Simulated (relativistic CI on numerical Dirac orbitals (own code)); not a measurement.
**Ligand-field terms of d9**

Computed with a parametric ligand-field model of a d^n configuration (Racah B and C, spin-orbit zeta, crystal field), exact diagonalisation.

Field parameters in Wybourne normalisation: Oh B⁴₀ = 21Dq, B⁴₄ = √(5/14) B⁴₀; Td as Oh with Dq negative (B⁴₀ = 21Dq, B⁴₄ = √(5/14) B⁴₀). The field is a parameter set, without covalency.

(1) Lowest levels for B = 690, C = 3010, ζ = 500 cm⁻¹, Oh, 10Dq = 34550 cm⁻¹?

(2) Lowest levels for B = 590, C = 2890, ζ = 3500 cm⁻¹, Oh, 10Dq = 33250 cm⁻¹?

(3) Lowest levels for B = 800, C = 3250, ζ = 690 cm⁻¹, Oh, 10Dq = 21800 cm⁻¹?

(4) Lowest levels for B = 810, C = 3340, ζ = 160 cm⁻¹, Td, 10Dq = -3550 cm⁻¹?

(5) Lowest levels for B = 700, C = 3420, ζ = 780 cm⁻¹, Oh, 10Dq = 16300 cm⁻¹?

## Answers

(1) Γ8 0 (S 0.50), Γ7 34061 (S 0.50), Γ8 34822 (S 0.50) cm⁻¹, with S from ⟨S²⟩ = S(S + 1). The ground level has 3.00 electrons in the cubic e pair.

(2) Γ8 0 (S 0.50), Γ7 30267 (S 0.50), Γ8 36035 (S 0.50) cm⁻¹, with S from ⟨S²⟩ = S(S + 1). The ground level has 3.01 electrons in the cubic e pair.

(3) Γ8 0 (S 0.50), Γ7 21142 (S 0.50), Γ8 22209 (S 0.50) cm⁻¹, with S from ⟨S²⟩ = S(S + 1). The ground level has 3.00 electrons in the cubic e pair.

(4) Γ7 0 (S 0.50), Γ8 229 (S 0.50), Γ8 3721 (S 0.50) cm⁻¹, with S from ⟨S²⟩ = S(S + 1). The ground level has 4.00 electrons in the cubic e pair.

(5) Γ8 0 (S 0.50), Γ7 15575 (S 0.50), Γ8 16799 (S 0.50) cm⁻¹, with S from ⟨S²⟩ = S(S + 1). The ground level has 3.00 electrons in the cubic e pair.
